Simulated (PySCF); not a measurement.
Species: CH₅F₂NSi.
Geometry (PBE0-D3(BJ)/def2-SVP, Å), atoms numbered from 1 in this order:
```xyz
10
CH5F2NSi angstrom
N     -1.462   -0.742    0.334
Si    -0.415    0.587   -0.004
C      1.356   -0.143   -0.078
F      1.369   -1.127   -1.027
F      2.253    0.807   -0.448
H     -2.378   -0.581    0.737
H     -1.482   -1.529   -0.307
H     -0.608    1.307   -1.303
H     -0.519    1.566    1.117
H      1.708   -0.594    0.868
```

Method used: TDDFT B3LYP/def2-SVPD, vertical, gas phase, core orbitals frozen in the response (PySCF 2.14.0, density-fitted response routines).

Transition dipole moments from the ground state, in atomic units and in the frame of the coordinates above (overall signs are arbitrary), for the states with f of 0.002 or more among the lowest 7:

| state | E (hartree) | μx | μy | μz |
| --- | --- | --- | --- | --- |
| S1 | 0.2268 | 0.086 | -0.194 | 0.251 |
| S2 | 0.2579 | 0.280 | -0.057 | 0.043 |
| S3 | 0.2685 | -0.215 | 0.177 | -0.009 |
| S4 | 0.2795 | 0.032 | -0.384 | 0.223 |
| S5 | 0.2837 | -0.113 | -0.063 | -0.046 |
| S6 | 0.2904 | -0.144 | 0.187 | -0.388 |
| S7 | 0.2934 | -0.210 | 0.116 | -0.152 |

**Question.** What oscillator strength does each state have?

**Answer.** f = (2/3) ΔE |μ|² with ΔE in hartree (27.2114 eV).

| state | \|μ\|² (au) | \|μ\| (D) | f |
| --- | --- | --- | --- |
| S1 | 0.108 | 0.84 | 0.016 |
| S2 | 0.083 | 0.73 | 0.014 |
| S3 | 0.078 | 0.71 | 0.014 |
| S4 | 0.198 | 1.13 | 0.037 |
| S5 | 0.019 | 0.35 | 0.004 |
| S6 | 0.206 | 1.15 | 0.040 |
| S7 | 0.080 | 0.72 | 0.016 |

**Question.** What angle do the transition dipoles of S2 and S3 make?

**Answer.** |cos θ| = |μa·μb| / (|μa| |μb|) = 0.88, so θ ≈ 28° (taken between 0 and 90°, since the signs are arbitrary).

All these states lie below the vertical ionisation energy of 9.94 eV (ΔSCF).

Time: 32 s wall. Hardware: one thread, x86-64 server, on a shared host.

One conformer stands for the species.
